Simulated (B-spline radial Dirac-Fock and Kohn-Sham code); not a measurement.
What relativity does to the binding energies of Cs³⁰⁺

System: Cs³⁰⁺ in the configuration 1s2 2s2 2p6 3s2 3p6 3d7.

Both columns are ΔSCF binding energies of the configuration average from a radial atomic solver: non-relativistic Hartree-Fock with a point nucleus, and Dirac-Fock with a finite nucleus and the Coulomb interaction alone, averaged over the two j levels with weights 2j+1.

```tsv
shell	Hartree-Fock (eV)	Dirac-Fock (eV)	shift (eV)	shift (%)
1s	35818.5	37383.5	+1564.99	+4.37
2s	6565.3	6965.9	+400.69	+6.10
2p	6248.9	6376.6	+127.68	+2.04
3s	2215.9	2317.1	+101.16	+4.57
3p	2081.8	2120.6	+38.75	+1.86
3d	1858.4	1856.0	-2.33	-0.13
```

Relativity binds 1s, 2s, 2p, 3s, 3p more strongly, among those listed most of all 2s in relative terms, and 3d more weakly, because the contracted s and p shells screen the nucleus better.

Values without a named source are computed, but for edge energies of neutral atoms, which are taken from tables.
